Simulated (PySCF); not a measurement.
Compound: C2H9B2N.
SMILES with atom numbers: `[BH2:1][NH:2][BH:3][CH2:4][CH3:5]` (hydrogens: H6, H7 on B1; H8 on N2; H9 on B3; H10, H11 on C4; H12, H13, H14 on C5)

Method: PySCF 2.14.0, PBE0-D3(BJ)/def2-SVP geometry optimisation, gas phase; density fitting, grid level 1; the optimiser is geomeTRIC in internal coordinates, started from a GFN2-xTB structure with every atom displaced at random (about 0.01 Å).

At the end of the run (lengths in Å): B1–H6 1.210, B3–H9 1.211, B3–C4 1.570, C5–H13 1.103, B1–H7 1.207, C4–C5 1.523, N2–H8 1.017, B1–N2–B3 126.8°, N2–B3–C4 122.4°, B3–C4–C5 118.0°, B1–N2–B3–C4 -179°, N2–B3–C4–C5 -1°, H9–B3–N2–B1 0°, H8–N2–B1–H6 0°.

Task: These geometries were met on the way; a selection of coordinates is given. Order them by energy above the end point, lowest first.
A. B1–H6 1.223, B3–H9 1.212, B3–C4 1.582, C5–H13 1.110, B1–H7 1.207, C4–C5 1.521, N2–H8 1.022, B1–N2–B3 126.6°, N2–B3–C4 121.9°, B3–C4–C5 117.7°, B1–N2–B3–C4 -167°, N2–B3–C4–C5 -3°, H9–B3–N2–B1 10°, H8–N2–B1–H6 6°
B. B1–H6 1.143, B3–H9 1.171, B3–C4 1.533, C5–H13 1.066, B1–H7 1.177, C4–C5 1.551, N2–H8 0.992, B1–N2–B3 129.6°, N2–B3–C4 122.2°, B3–C4–C5 118.0°, B1–N2–B3–C4 179°, N2–B3–C4–C5 0°, H9–B3–N2–B1 -2°, H8–N2–B1–H6 -2°
C. B1–H6 1.214, B3–H9 1.211, B3–C4 1.573, C5–H13 1.104, B1–H7 1.207, C4–C5 1.524, N2–H8 1.017, B1–N2–B3 127.1°, N2–B3–C4 122.9°, B3–C4–C5 117.8°, B1–N2–B3–C4 -172°, N2–B3–C4–C5 -2°, H9–B3–N2–B1 7°, H8–N2–B1–H6 0°
D. B1–H6 1.210, B3–H9 1.211, B3–C4 1.570, C5–H13 1.103, B1–H7 1.207, C4–C5 1.523, N2–H8 1.017, B1–N2–B3 126.8°, N2–B3–C4 122.4°, B3–C4–C5 118.0°, B1–N2–B3–C4 -179°, N2–B3–C4–C5 -1°, H9–B3–N2–B1 0°, H8–N2–B1–H6 0°

Result: D (0.000 eV), C (0.010 eV), A (0.026 eV), B (0.221 eV).

```json
{"step": "7", "E above end (eV)": "0.000", "rms distance from the end, all atoms (Å)": "0.000", "largest force (eV/Å)": "under 0.02", "rms shift of all bonds from the end (Å)": "0.000"}
{"step": "2", "E above end (eV)": "0.010", "rms distance from the end, all atoms (Å)": "0.063", "largest force (eV/Å)": "0.210", "rms shift of all bonds from the end (Å)": "0.001"}
{"step": "1", "E above end (eV)": "0.026", "rms distance from the end, all atoms (Å)": "0.086", "largest force (eV/Å)": "0.661", "rms shift of all bonds from the end (Å)": "0.006"}
{"step": "0", "E above end (eV)": "0.221", "rms distance from the end, all atoms (Å)": "0.054", "largest force (eV/Å)": "2.271", "rms shift of all bonds from the end (Å)": "0.031"}
```

Rows stand in the order of the answer.
